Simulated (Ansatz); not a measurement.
Geometry optimisation of B8P7H24, a nanocrystal cut from zinc blende BP (hydrogen-capped).

```yaml
crystal:
  periodic: [false, false, false]
  atoms:
    - {symbol: B, position_ang: [-3.520234, 1.186664, -0.194184]}
    - {symbol: B, position_ang: [1.187714, -3.519926, -0.185259]}
    - {symbol: B, position_ang: [-1.186998, -1.187157, -0.030797]}
    - {symbol: B, position_ang: [-1.167098, 1.170602, 2.093329]}
    - {symbol: B, position_ang: [1.166161, -1.162776, 2.098203]}
    - {symbol: B, position_ang: [1.187136, 1.187159, -0.034386]}
    - {symbol: B, position_ang: [-1.187838, 3.519120, -0.198810]}
    - {symbol: B, position_ang: [3.520255, -1.187498, -0.187987]}
    - {symbol: P, position_ang: [-2.507283, -0.222841, -1.079853]}
    - {symbol: P, position_ang: [-2.246756, 2.247707, 0.855467]}
    - {symbol: P, position_ang: [-0.219937, -2.508639, -1.075754]}
    - {symbol: P, position_ang: [2.246179, -2.244647, 0.864851]}
    - {symbol: P, position_ang: [0.220538, 2.504746, -1.084691]}
    - {symbol: P, position_ang: [2.507883, 0.218905, -1.079246]}
    - {symbol: P, position_ang: [-0.000231, 0.001896, 1.012617]}
    - {symbol: H, position_ang: [-4.107038, 1.843236, -1.039934]}
    - {symbol: H, position_ang: [-4.255787, 0.582758, 0.573302]}
    - {symbol: H, position_ang: [1.846327, -4.107943, -1.028578]}
    - {symbol: H, position_ang: [0.582123, -4.254387, 0.581956]}
    - {symbol: H, position_ang: [-1.818627, -1.817655, 0.801224]}
    - {symbol: H, position_ang: [-1.906997, 0.457614, 2.754613]}
    - {symbol: H, position_ang: [-0.452823, 1.911875, 2.751701]}
    - {symbol: H, position_ang: [0.451717, -1.901470, 2.759279]}
    - {symbol: H, position_ang: [1.905971, -0.447246, 2.756861]}
    - {symbol: H, position_ang: [1.818324, 1.820618, 0.795718]}
    - {symbol: H, position_ang: [-1.846056, 4.103809, -1.044741]}
    - {symbol: H, position_ang: [-0.582866, 4.256581, 0.566011]}
    - {symbol: H, position_ang: [4.107416, -1.847133, -1.031100]}
    - {symbol: H, position_ang: [4.255488, -0.580924, 0.577698]}
    - {symbol: H, position_ang: [-3.398077, -1.163254, -1.673335]}
    - {symbol: H, position_ang: [-1.897880, 0.236999, -2.282635]}
    - {symbol: H, position_ang: [-3.087775, 3.090247, 1.633748]}
    - {symbol: H, position_ang: [-1.158577, -3.400651, -1.670205]}
    - {symbol: H, position_ang: [0.242515, -1.900691, -2.278271]}
    - {symbol: H, position_ang: [3.086761, -3.084346, 1.646672]}
    - {symbol: H, position_ang: [-0.241047, 1.892273, -2.285244]}
    - {symbol: H, position_ang: [1.159366, 3.394738, -1.681853]}
    - {symbol: H, position_ang: [1.898979, -0.245338, -2.280590]}
    - {symbol: H, position_ang: [3.399083, 1.156976, -1.675817]}
basis:
  gaussian: {orbitals: def2-SVP}
magnetization: {spin_polarized: true, initial_magnetization: 1}
hamiltonian: {xc: r2scan, dispersion: d4}
scf: {lower_state_search: "off"}
output: {orbitals: {seedname: orbitals}}
relax: {f_tol: 0.03, max_steps: 70}
```

```sh
$ ansatz run in.yaml --threads 2 --pin off --events-out ev --progress --plain --max-ram 32768MiB --backend cuda --devices 0, --max-vram 18GiB
```

Output, abridged:

```
Functional definition: r2SCAN
  name "r2SCAN"
  cite "Furness, Kaplan, Ning, Perdew & Sun, J. Phys. Chem. Lett. 11, 8208 (2020) doi:10.1021/acs.jpclett.0c02405"
  cite "Furness, Kaplan, Ning, Perdew & Sun, J. Phys. Chem. Lett. 11, 9248 (2020) doi:10.1021/acs.jpclett.0c03077"
  parent r2scan
  parameter k0 = 0.174
  parameter k1 = 0.065
  parameter a1 = 4.9479
  exchange = r2scan_x(k0 = k0, k1 = k1, a1 = a1)
  correlation = r2scan_c
these checks for a lower state are left out or cut short: stability, starts, cluster_reference, orbital_swaps, neighbouring_geometries, increment
mean field -70793.62961390 eV, -2601.6179026652 hartree, gradient 6.0e-6 eV, S^2 0.753530; 0 other end points of the search recorded, 0 dependent functions left out
the calculation of the forces begins
relax step   1: F+E_penalty+E_count = -70794.24593883 eV  Δ(F+E_penalty+E_count) = +0.000e0 eV  max|allowed force component| = 1.738e0 eV/Å  Δτ_max = 0.0000 Å  (26 SCF iters, accepted)
these checks for a lower state are left out or cut short: stability, starts, cluster_reference, orbital_swaps, neighbouring_geometries, increment
mean field -70793.96621417 eV, -2601.6302724971 hartree, gradient 2.6e-6 eV, S^2 0.753910; 0 other end points of the search recorded, 0 dependent functions left out
the calculation of the forces begins
relax step   2: F+E_penalty+E_count = -70794.58520451 eV  Δ(F+E_penalty+E_count) = -3.393e-1 eV  max|allowed force component| = 5.286e-1 eV/Å  Δτ_max = 0.1944 Å  (26 SCF iters, accepted)
these checks for a lower state are left out or cut short: stability, starts, cluster_reference, orbital_swaps, neighbouring_geometries, increment
mean field -70794.02846562 eV, -2601.6325601955 hartree, gradient 6.0e-6 eV, S^2 0.754041; 0 other end points of the search recorded, 0 dependent functions left out
the calculation of the forces begins
relax step   3: F+E_penalty+E_count = -70794.64754647 eV  Δ(F+E_penalty+E_count) = -6.234e-2 eV  max|allowed force component| = 1.440e-1 eV/Å  Δτ_max = 0.0549 Å  (23 SCF iters, accepted)
these checks for a lower state are left out or cut short: stability, starts, cluster_reference, orbital_swaps, neighbouring_geometries, increment
mean field -70794.04728715 eV, -2601.6332518739 hartree, gradient 3.8e-6 eV, S^2 0.754013; 0 other end points of the search recorded, 0 dependent functions left out
the calculation of the forces begins
relax step   4: F+E_penalty+E_count = -70794.66589318 eV  Δ(F+E_penalty+E_count) = -1.835e-2 eV  max|allowed force component| = 7.404e-2 eV/Å  Δτ_max = 0.0520 Å  (23 SCF iters, accepted)
these checks for a lower state are left out or cut short: stability, starts, cluster_reference, orbital_swaps, neighbouring_geometries, increment
mean field -70794.05332489 eV, -2601.6334737568 hartree, gradient 3.4e-6 eV, S^2 0.753983; 0 other end points of the search recorded, 0 dependent functions left out
the calculation of the forces begins
relax step   5: F+E_penalty+E_count = -70794.67197947 eV  Δ(F+E_penalty+E_count) = -6.086e-3 eV  max|allowed force component| = 7.534e-2 eV/Å  Δτ_max = 0.0358 Å  (22 SCF iters, accepted)
these checks for a lower state are left out or cut short: stability, starts, cluster_reference, orbital_swaps, neighbouring_geometries, increment
mean field -70794.05563141 eV, -2601.6335585200 hartree, gradient 3.2e-6 eV, S^2 0.753957; 0 other end points of the search recorded, 0 dependent functions left out
the calculation of the forces begins
relax step   6: F+E_penalty+E_count = -70794.67415225 eV  Δ(F+E_penalty+E_count) = -2.173e-3 eV  max|allowed force component| = 1.358e-2 eV/Å  Δτ_max = 0.0232 Å  (23 SCF iters, accepted)
Total energy: -70794.67417516 eV, -2601.6562895834 hartree
Atom 0 at    -3.485248     1.126692    -0.135282 Å, force    -0.000677     0.001415    -0.005604 eV/Å
Atom 1 at     1.127715    -3.485010    -0.126335 Å, force     0.001463    -0.000791    -0.005597 eV/Å
Atom 2 at    -1.202308    -1.202792    -0.156957 Å, force    -0.000887    -0.000840    -0.013577 eV/Å
Atom 3 at    -1.051409     1.054744     2.124661 Å, force     0.001425    -0.001493     0.012223 eV/Å
Atom 4 at     1.050332    -1.046909     2.129061 Å, force    -0.001434     0.001518     0.012227 eV/Å
Atom 5 at     1.202423     1.202241    -0.160715 Å, force     0.000883     0.000798    -0.013525 eV/Å
Atom 6 at    -1.127693     3.484512    -0.139746 Å, force    -0.001470     0.000733    -0.005588 eV/Å
Atom 7 at     3.485310    -1.127224    -0.129370 Å, force     0.000642    -0.001457    -0.005578 eV/Å
Atom 8 at    -2.551504    -0.230227    -1.160654 Å, force     0.004690    -0.002261    -0.001064 eV/Å
Atom 9 at    -2.169828     2.170831     0.848399 Å, force     0.007698    -0.007659    -0.001424 eV/Å
Atom 10 at    -0.227224    -2.553414    -1.156265 Å, force    -0.002182     0.004665    -0.001080 eV/Å
Atom 11 at     2.169370    -2.167717     0.857486 Å, force    -0.007650     0.007720    -0.001449 eV/Å
Atom 12 at     0.227843     2.549166    -1.165483 Å, force     0.002180    -0.004696    -0.001209 eV/Å
Atom 13 at     2.552124     0.225984    -1.160138 Å, force    -0.004729     0.002245    -0.001224 eV/Å
Atom 14 at    -0.000201     0.001494     0.808323 Å, force     0.000028    -0.000004    -0.004231 eV/Å
Atom 15 at    -4.098348     1.851859    -0.899848 Å, force    -0.004245    -0.003064     0.004016 eV/Å
Atom 16 at    -4.177197     0.507162     0.650621 Å, force    -0.000404    -0.002913     0.001871 eV/Å
Atom 17 at     1.854714    -4.099251    -0.888250 Å, force    -0.003114    -0.004126     0.004100 eV/Å
Atom 18 at     0.506601    -4.175794     0.659341 Å, force    -0.002939    -0.000442     0.001962 eV/Å
Atom 19 at    -1.805329    -1.804356     0.712216 Å, force    -0.000593    -0.000728    -0.001893 eV/Å
Atom 20 at    -1.800955     0.332550     2.744696 Å, force    -0.003773    -0.002813    -0.001337 eV/Å
Atom 21 at    -0.328267     1.805396     2.742245 Å, force     0.002840     0.003801    -0.001333 eV/Å
Atom 22 at     0.326884    -1.795272     2.749059 Å, force    -0.002844    -0.003812    -0.001331 eV/Å
Atom 23 at     1.799574    -0.322429     2.746792 Å, force     0.003770     0.002805    -0.001331 eV/Å
Atom 24 at     1.804984     1.806986     0.706566 Å, force     0.000590     0.000711    -0.001889 eV/Å
Atom 25 at    -1.854295     4.095888    -0.904343 Å, force     0.003122     0.004126     0.004137 eV/Å
Atom 26 at    -0.507035     4.178230     0.643697 Å, force     0.002949     0.000505     0.002011 eV/Å
Atom 27 at     4.098751    -1.855190    -0.891000 Å, force     0.004222     0.003091     0.004050 eV/Å
Atom 28 at     4.176899    -0.504859     0.654603 Å, force     0.000460     0.002932     0.001911 eV/Å
Atom 29 at    -3.469405    -1.161460    -1.711473 Å, force     0.002117     0.000941     0.000795 eV/Å
Atom 30 at    -1.990485     0.269685    -2.367864 Å, force    -0.001785    -0.000834     0.004863 eV/Å
Atom 31 at    -2.914157     2.916898     1.802415 Å, force    -0.003250     0.003255    -0.000546 eV/Å
Atom 32 at    -1.156903    -3.472563    -1.707637 Å, force     0.000918     0.002171     0.000875 eV/Å
Atom 33 at     0.275182    -1.994229    -2.363292 Å, force    -0.000962    -0.001745     0.004854 eV/Å
Atom 34 at     2.913193    -2.910284     1.814623 Å, force     0.003270    -0.003233    -0.000537 eV/Å
Atom 35 at    -0.273913     1.985523    -2.370706 Å, force     0.000973     0.001747     0.004824 eV/Å
Atom 36 at     1.157791     3.466297    -1.719760 Å, force    -0.000953    -0.002166     0.000932 eV/Å
Atom 37 at     1.991701    -0.278328    -2.365794 Å, force     0.001770     0.000862     0.004845 eV/Å
Atom 38 at     3.470323     1.155172    -1.713910 Å, force    -0.002119    -0.000965     0.000849 eV/Å
Dipole moment:     0.000365    -0.002522    -1.377008 e Å
Checks for a lower state left out: stability, starts, cluster_reference, orbital_swaps, neighbouring_geometries, increment
```

It took 69 s on 2 threads of AMD EPYC 7R13 on a shared host and a share (18 GiB) of an NVIDIA H100 80GB HBM3, peak host memory 1.1 GiB.
